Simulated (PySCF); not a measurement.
C5H12N2O2Si.
Numbering: `[CH3:1][O:2][Si@H:3]1[NH:4][CH2:5][CH2:6][N:7]1[C:8]([CH3:9])=[O:10]`

NICS is the negative of the GIAO shielding at a point without a nucleus: at the ring centre (0) and 1 Å above and below it (1); zz is the component along the ring normal. Level: GIAO PBE0/pcSseg-1 (PySCF, non-relativistic, gas phase) on the GFN2-xTB geometry, one conformer.

Ring bond lengths (Å), with Mayer bond orders in brackets: Si3–N4 1.711 (1.01), N4–C5 1.445 (0.97), C5–C6 1.534 (1.04), C6–N7 1.439 (0.91), N7–Si3 1.758 (0.76).

Question: Give the NICS values of each ring in ppm.

Answer: 
```csv
ring,type,NICS(0),"NICS(1), two faces","NICS(1)zz, two faces",rms pucker (Å),"centre to ring atoms, mean (Å)"
Si3–N4–C5–C6–N7,5-membered ring with 2 N and Si; formal bonds all single,-6.9,-3.0 / -2.3,-2.2 / -0.3,0.12,1.33
```

Question: What can be read from them?

Answer: 
- Si3–N4–C5–C6–N7: mean NICS(1)zz -1.3 ppm, near zero. Si3, C5, C6 have four or more neighbours, so the value isn't read as a sign of a π ring current.

Question: At the first NICS(1) probe listed for ring Si3–N4–C5–C6–N7, 1 Å off the ring, what do the in-plane components average?

Answer: The isotropic value is a third of the trace: (3 × -3.0 − (-2.2))/2 = -3.4 ppm.

Question: List the ring angles and the Hirshfeld charges of the ring atoms.

Answer: 
- Si3–N4–C5–C6–N7: Si3 90.9° (+0.453 e), N4 114.3° (-0.256 e), C5 107.1° (-0.021 e), C6 106.8° (-0.018 e), N7 113.2° (-0.145 e); sum 532.4° against 540° for a flat convex ring.
